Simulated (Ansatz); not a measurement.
C4H13AlN, doublet, at a GFN2-xTB geometry (such geometries of metal compounds can be far from the true shape) (the spin is typed, not shown lowest); PBE0/6-31G* (Ansatz, a first-principles code).

Input for Ansatz:
Ansatz 0.2 input:
```yaml
crystal:
  periodic: [false, false, false]
  atoms:
    - {symbol: Al, position_ang: [-1.59979072, -0.88786746, -0.40362325]}
    - {symbol: H, position_ang: [-1.14503255, -2.39544136, -0.09897162]}
    - {symbol: H, position_ang: [-1.35171419, -0.61314711, -1.96399238]}
    - {symbol: C, position_ang: [-0.34890626, 2.11541956, 0.52010680]}
    - {symbol: C, position_ang: [0.55742139, 1.22202877, -0.31216783]}
    - {symbol: N, position_ang: [0.41448270, -0.19746673, 0.00760812]}
    - {symbol: C, position_ang: [1.30725082, -0.96939952, -0.84313427]}
    - {symbol: C, position_ang: [0.71112744, -0.48363466, 1.40074643]}
    - {symbol: H, position_ang: [-1.35034951, 1.66912963, 0.54156864]}
    - {symbol: H, position_ang: [0.01323049, 2.22928944, 1.53870110]}
    - {symbol: H, position_ang: [-0.41001572, 3.10128350, 0.06729033]}
    - {symbol: H, position_ang: [0.27856090, 1.32626235, -1.36469672]}
    - {symbol: H, position_ang: [1.60694945, 1.53391976, -0.19885799]}
    - {symbol: H, position_ang: [1.06790300, -0.76990160, -1.88578293]}
    - {symbol: H, position_ang: [1.14148954, -2.02875673, -0.65723038]}
    - {symbol: H, position_ang: [2.35858774, -0.72420002, -0.65673259]}
    - {symbol: H, position_ang: [1.72635370, -0.17493996, 1.67377588]}
    - {symbol: H, position_ang: [-0.00712208, 0.02066504, 2.04483164]}
    - {symbol: H, position_ang: [0.60569914, -1.55610371, 1.56063546]}
basis:
  gaussian:
    orbitals: 6-31G*
hamiltonian:
  xc: pbe0
magnetization: {spin_polarized: true, initial_magnetization: 1}
```

Q: What does Ansatz print? Leave out banner, timings and long lists.

A: 
```
Functional definition: PBE0
1296 factors; integrals over basis functions are off by at most 7.1e-4 eV
mean field evaluation 1: about -12428.7072 eV, gradient 3.5e1 eV
mean field evaluation 2: about -12427.4218 eV, gradient 3.9e1 eV
mean field evaluation 4: about -12434.7386 eV, gradient 1.8e0 eV
mean field evaluation 8: about -12435.2045 eV, gradient 1.3e-1 eV
mean field evaluation 16: about -12435.2046 eV, gradient 1.2e-4 eV
mean field -12435.20464002 eV, -456.9853416363 hartree, gradient 3.3e-5 eV, S^2 0.751024; 0 other end points of the search recorded, 0 dependent functions left out
reference -12435.20467270 eV, -456.9853428372 hartree; 29, 28 occupied and 91, 92 virtual orbitals, 1296 factors
Total energy: -12435.20467270 eV, -456.9853428372 hartree
```
